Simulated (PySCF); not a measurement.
# Working out the ionisation energy of Br

Br [Ar] 3d10 4s2 4p5 (2P) → Br⁺ [Ar] 3d10 4s2 4p4 (3P). Computed with PySCF 2.14 in x2c-TZVPall (6s5p4d1f, 48 functions), with the spin-free X2C one-electron Hamiltonian (Gaussian nucleus). Frozen: [Ar] 3d10. Energies in hartree (1 hartree = 27.21139 eV):

```
            part    Br (lower)   Br⁺ (upper)
             UHF  -2604.414876  -2604.020861
CCSD correlation     -0.153221     -0.123116
             (T)     -0.004489     -0.003229
```

Q: What does Hartree-Fock give?

A: (-2604.020861) − (-2604.414876) = 0.394015 hartree = 10.722 eV.

Q: What do CCSD and CCSD(T) give?

A: The CCSD correlation energies differ by 0.030105 hartree = 0.819 eV and the triples by 0.001260 hartree = 0.034 eV, so CCSD gives 11.541 eV and CCSD(T) 11.575 eV.

Measured between the centres of the two terms (NIST): 11.844 eV, so CCSD(T) (valence) is off by -0.269 eV.

What remains against the reference includes basis incompleteness, the frozen core and higher excitations.
